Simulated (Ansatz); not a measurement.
Geometry optimisation, UKS PBE/def2-SVP (Ansatz 0.2.0).

input.yaml

```yaml
crystal:
  periodic: [false, false, false]
  atoms:
    - { symbol: Ta, position_ang: [-0.564314, -0.000571, -0.049967] }
    - { symbol: F, position_ang: [2.565388, 0.002623, 0.005969] }
    - { symbol: F, position_ang: [0.180697, -0.001309, 1.678687] }
    - { symbol: Cl, position_ang: [0.052176, -0.001076, -2.283906] }
    - { symbol: F, position_ang: [-1.201197, 1.770414, 0.027891] }
    - { symbol: F, position_ang: [-1.203906, -1.770567, 0.027804] }
    - { symbol: Si, position_ang: [4.18847, 0.000547, 0.012942] }
    - { symbol: H, position_ang: [4.655808, -1.368686, 0.406118] }
    - { symbol: H, position_ang: [4.660853, 0.3444, -1.367836] }
    - { symbol: H, position_ang: [4.658226, 1.024225, 1.002298] }
magnetization:
  spin_polarized: true
  initial_magnetization: 1
basis:
  gaussian: { orbitals: def2-SVP }
hamiltonian:
  xc: pbe
relax:
  f_tol: 0.03
  max_steps: 50
output:
  orbitals: {}
```

Command:

```bash
$ ansatz run input.yaml --threads 4 --pin off --max-ram 5120MiB --backend cpu --events-out ev --progress --plain --runs-dir out
```

Where does it end, and by what steps?

The run converged. After 3 steps the energy has fallen by 0.015 eV; H9 moved furthest, 0.03 Å.

```
step  energy less start (eV)  largest force component (eV/Å)  accepted
   0                  0.0000                           0.982       yes
   1                 -0.0097                           0.562       yes
   2                 -0.0150                           0.070       yes
   3                 -0.0152                           0.005       yes
```

```xyz
10
Properties=species:S:1:pos:R:3
Ta -0.578 -0.002 -0.048
F 2.560 0.009 -0.003
F 0.162 -0.004 1.684
Cl 0.043 -0.003 -2.280
F -1.216 1.769 0.028
F -1.225 -1.770 0.027
Si 4.214 0.002 0.010
H 4.669 -1.370 0.407
H 4.690 0.345 -1.369
H 4.675 1.025 1.004
```

Whether the end is a true minimum wasn't checked by a vibrational analysis.

Run time: 19 s on 4 threads of Arm Neoverse V1, on a shared host, peak memory 0.26 GiB.
